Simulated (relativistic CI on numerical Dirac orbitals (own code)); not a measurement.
## Sensitivity of the levels of Cd9+ to α and to the nuclear radius

Computed by Dirac-Coulomb-Breit CI, orbitals from a KLI potential per configuration, derivatives by finite differences, unscaled Slater integrals, QED left out (own radial code, finite nucleus).

Configuration list (outside the closed core [Ar] 3d10): 4s2 4p6 4d3, 4s2 4p5 4d4, 4s2 4p6 4d2 4f, 4s2 4p6 4d2 5s, 4s2 4p6 4d 4f2, 4s2 4p6 4d2 5p, 4s 4p6 4d4, 4s2 4p6 4d 5s2. Levels of other configurations are missing.

With x = (α/α₀)² − 1 an excitation energy changes as ω = ω₀ + qx; K = 2q/ω₀ is the relative enhancement. Terms are leading LS components, so labels can repeat. The field-shift factor is F = δν/δ⟨r²⟩ for the transition from the lowest level.

Lowest level 4s2 4p6 4d3 4F_3/2.

```
              Level  ω₀ (cm⁻¹)  q (cm⁻¹)      K  F (GHz/fm²)
 4s2 4p6 4d3 4F_5/2       3720      4557   2.45       0.0497
 4s2 4p6 4d3 4F_7/2       7798      8501   2.18       0.0937
 4s2 4p6 4d3 4F_9/2      11792     11290   1.92        0.125
 4s2 4p6 4d3 4P_3/2      19895      1822  0.183      -0.0223
 4s2 4p6 4d3 4P_1/2      20782      4266  0.411      -0.0166
 4s2 4p6 4d3 4P_5/2      26146     10040  0.768       0.0339
 4s2 4p6 4d3 2G_7/2      26792      7277  0.543       0.0961
 4s2 4p6 4d3 2G_9/2      28633      7251  0.506         0.13
 4s2 4p6 4d3 2D_3/2      31135      8704  0.559       0.0679
 4s2 4p6 4d3 2P_1/2      33474      9967  0.596         0.16
 4s2 4p6 4d3 2D_5/2      38416     12590  0.655       0.0741
4s2 4p6 4d3 2H_11/2      38981     11000  0.564         0.23
 4s2 4p6 4d3 2H_9/2      39479     14880  0.754        0.237
```

At this charge energies of transitions that change n are usually good to better than 1 %, and those within a shell (Δn = 0) to a few per cent. Terms inside the open d or f shell come out 10 to 20 % too wide with unscaled integrals.
